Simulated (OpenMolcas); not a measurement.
**Te IV: effect of the level shift or regulariser**

| Quantity | Value |
| --- | --- |
| Program | OpenMolcas |
| Basis | ANO-RCC-VQZP [8s7p5d3f2g] |
| Scalar Hamiltonian | DKH2, point nucleus |
| Active space | 1 electron in 9 orbitals (RAS2 5p; RAS3 5d 6s, at most 1 electron) |
| State averaging | 2S+1 = 2 odd, 3 roots; 2S+1 = 2 even, 6 roots |
| Spin-orbit coupling | state interaction with AMFI integrals over the reference wave functions, term energies averaged over their components |

Methods on the same reference wave functions:
A. RASSCF
B. SS-RASPT2, IPEA 0.25 Eh, imaginary shift 0.1 Eh (closed shells correlated: 4d 5s)
C. SS-RASPT2, IPEA 0.25 Eh, sigma2 regulariser 0.3 Eh (closed shells correlated: 4d 5s)

Energies in eV above 5s2 5p 2P* 1/2, the measured ground level; measured values from Moore, Atomic Energy Levels, vol. III, NSRDS-NBS 35 (1971 reprint of NBS Circular 467, 1958).

| Level | A | B | C | Measured |
| --- | --- | --- | --- | --- |
| 5s2 5p 2P* 1/2 | 0.0000 | 0.0000 | 0.0000 | 0.0000 |
| 5s2 5p 2P* 3/2 | 0.9996 | 1.000 | 1.000 | 1.1435 |
| 5s2 5d 2D 3/2 | 15.2532 | 14.687 | 14.693 | 15.8012 |
| 5s2 5d 2D 5/2 | 15.3630 | 14.796 | 14.803 | 15.8968 |
| 5s2 6s 2S 1/2 | 17.1613 | 17.068 | 17.068 | 16.5464 |

Deviations, from unrounded energies. A percentage is the sum of absolute deviations over the sum of measured energies, with the sign that they share, or ± where signs differ.

```
                  Against measurement  Levels      A      B      C
       mean absolute deviation (cm-1)       4   3700   5800   5800
fine structure of the ground term (%)       1  -12.6  -12.6  -12.6
             other configurations (%)       3   ±3.5   ±5.7   ±5.6
```

A lies closest to measurement on these levels and B furthest from it. The largest miss of A in the table is 5s2 6s 2S 1/2, by +5000 cm-1. The ranking rests on the paired levels alone, and a cruder setting can come out closer through cancelling errors.

Between B and C the level of the table that moves most is 5s2 5d 2D 3/2, by 49 cm-1 (lowest in B, highest in C).

The lowest spin-free term lies below A's lowest term by 0.508 hartree in B, 0.508 hartree in C.

ANO sets are built for valence states and can reach diffuse excited orbitals poorly, and with the s shell closed the s pⁿ⁺¹ terms that mix with these levels are absent. With one active electron the reference holds no correlation, so core polarisation is missing (holds for A). With one active electron, CASPT2 adds the correlation within the correlated inactive shells and between them and that electron, and leaves the splitting within a term as the reference gives it (holds for B; C). Computed and measured levels are paired by configuration, term and J; levels that our copy of the source lacks, or whose pairing is in doubt (as where it misses far off the trend of its configuration), stay unpaired and out of the deviations. Levels of configurations outside the active space are missing.

* marks odd parity.
